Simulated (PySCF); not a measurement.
Molfile (atoms numbered from 1):
```
C10H10O
     RDKit          3D

 21 22  0  0  0  0  0  0  0  0999 V2000
   -1.3155   -1.0569   -1.4407 O   0  0  0  0  0  0  0  0  0  0  0  0
   -0.8544   -0.3349   -0.5807 C   0  0  0  0  0  0  0  0  0  0  0  0
    0.6060   -0.2948   -0.3001 C   0  0  0  0  0  0  0  0  0  0  0  0
    1.1103   -0.0946    0.9823 C   0  0  0  0  0  0  0  0  0  0  0  0
    2.4766   -0.0875    1.1959 C   0  0  0  0  0  0  0  0  0  0  0  0
    3.3502   -0.2667    0.1356 C   0  0  0  0  0  0  0  0  0  0  0  0
    2.8554   -0.4786   -1.1410 C   0  0  0  0  0  0  0  0  0  0  0  0
    1.4907   -0.5044   -1.3558 C   0  0  0  0  0  0  0  0  0  0  0  0
   -1.7034    0.5674    0.2370 C   0  0  0  0  0  0  0  0  0  0  0  0
   -2.9848   -0.0039    0.8076 C   0  0  0  0  0  0  0  0  0  0  0  0
   -3.0514    0.9521   -0.3250 C   0  0  0  0  0  0  0  0  0  0  0  0
    0.4374    0.0233    1.8188 H   0  0  0  0  0  0  0  0  0  0  0  0
    2.8629    0.0576    2.1941 H   0  0  0  0  0  0  0  0  0  0  0  0
    4.4163   -0.2471    0.3070 H   0  0  0  0  0  0  0  0  0  0  0  0
    3.5343   -0.6324   -1.9666 H   0  0  0  0  0  0  0  0  0  0  0  0
    1.0873   -0.6780   -2.3422 H   0  0  0  0  0  0  0  0  0  0  0  0
   -1.1769    1.3046    0.8269 H   0  0  0  0  0  0  0  0  0  0  0  0
   -3.1819   -1.0448    0.6007 H   0  0  0  0  0  0  0  0  0  0  0  0
   -3.2796    0.3218    1.7940 H   0  0  0  0  0  0  0  0  0  0  0  0
   -3.3994    1.9580   -0.1473 H   0  0  0  0  0  0  0  0  0  0  0  0
   -3.2891    0.5566   -1.3009 H   0  0  0  0  0  0  0  0  0  0  0  0
  1  2  2  0
  2  3  1  0
  3  4  2  0
  4  5  1  0
  5  6  2  0
  6  7  1  0
  7  8  2  0
  2  9  1  0
  9 10  1  0
 10 11  1  0
  8  3  1  0
 11  9  1  0
  4 12  1  0
  5 13  1  0
  6 14  1  0
  7 15  1  0
  8 16  1  0
  9 17  1  0
 10 18  1  0
 10 19  1  0
 11 20  1  0
 11 21  1  0
M  END
```

- σ from GIAO-PBE0/pcSseg-1
- structure optimised with GFN2-xTB
- run in PySCF
- non-relativistic Hamiltonian, single conformer, in vacuum, rapidly exchanging positions averaged

δ = σ(ref) − σ, references computed at the same level: TMS for 13C, 1H; H2O for 17O.

| atoms | nucleus | count | δ (ppm) |
| --- | --- | --- | --- |
| C2 | 13C | 1 | 209.7 |
| O1 | 17O | 1 | 600.3 |
| C10/C11 | 13C | 2 | 15.0 |
| H19/H20 | 1H | 2 | 1.02 |
| C9 | 13C | 1 | 22.1 |
| H17 | 1H | 1 | 2.40 |
| H13/H15 | 1H | 2 | 7.76 |
| H12/H16 | 1H | 2 | 8.11 |
| H18/H21 | 1H | 2 | ? |
| C6 | 13C | 1 | ? |
| C5/C7 | 13C | 2 | 133.6 |
| C4/C8 | 13C | 2 | ? |
| H14 | 1H | 1 | 7.80 |
| C3 | 13C | 1 | ? |

Problem. Estimate the values marked ?.

Solution. 
- C3: 146.9 ppm, substituted aromatic carbon
- C6: 137.4 ppm, aromatic CH; the aromatic region
- C4/C8: 134.0 ppm, aromatic CH; the aromatic region
- H18/H21: 1.34 ppm, hydrogen on a three-membered-ring carbon; cyclopropane-type protons are shielded by the ring

Shifts are as computed. Against solution values, carbons near 30 ppm lie about +3 ppm off and those near 130 ppm about +5 ppm. Of 1211 compounds with measured shifts, 218 miss one by over three times the rms of a fit or turn the order of signals round; such compounds aren't used in these exercises. Unscaled 17O shifts of doubly bonded oxygen tend to come out too high, by tens of ppm or more. Experimental scales use liquid or dissolved standards, which lie at an offset from isolated H2O (liquid H2O: subtract about 36 ppm).
